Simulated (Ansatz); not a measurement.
`S[SiH2][O][GeH3]` + `[OH][AlH2]` → `[AlH2][O][SiH2]S` + `[OH][GeH3]`  (ligand exchange at the Si–O bond)

Computed with Ansatz on PBE0-D4/def2-TZVP structures; ΔE is electronic, products minus reactants. CCSD(T)/CBS adds triple-zeta CCSD(T) − MP2 to the extrapolated MP2 energy (def2 sets, frozen cores). This one scheme is used for every species. Functionals use def2-TZVPP. B3LYP here is the variant with VWN-RPA as its local correlation; programs differ in this. For Ge outer-core shells are correlated without core-valence functions, which leaves a few kJ/mol of doubt a bond. Scalar relativity is left out up to krypton. Each species was taken in one conformer, which may not be the lowest.

```
         level  ΔE (kcal/mol)
        r2SCAN           -0.8
         B3LYP           -1.5
MP2/def2-QZVPP           -0.3
  HF/CBS(def2)           -2.3
```

What does CCSD(T)/CBS give? (An estimate is asked.)

Computed: -0.5 kcal/mol. The listed levels differ from it by -0.3, -1.0, 0.2, -1.8 kcal/mol.

Largest T1 diagnostic among the species: 0.012.

Leaving LDA and LC-ωPBE aside and taking each functional with its dispersion term where it has one, the values, not all of them listed here, spread over 0.7 kcal/mol, from B2PLYP to revPBE-D4. The D4 term adds +0.8 kcal/mol with B3LYP and +0.4 kcal/mol with PBE0; it sums over pairs of atoms, weighted by their polarisabilities, and B3LYP, whose exchange is more repulsive, gets the larger term.

CCSD(T)/CBS has its own doubt, a few kJ/mol and more with outer-core shells, so smaller differences from it don't rank the levels.
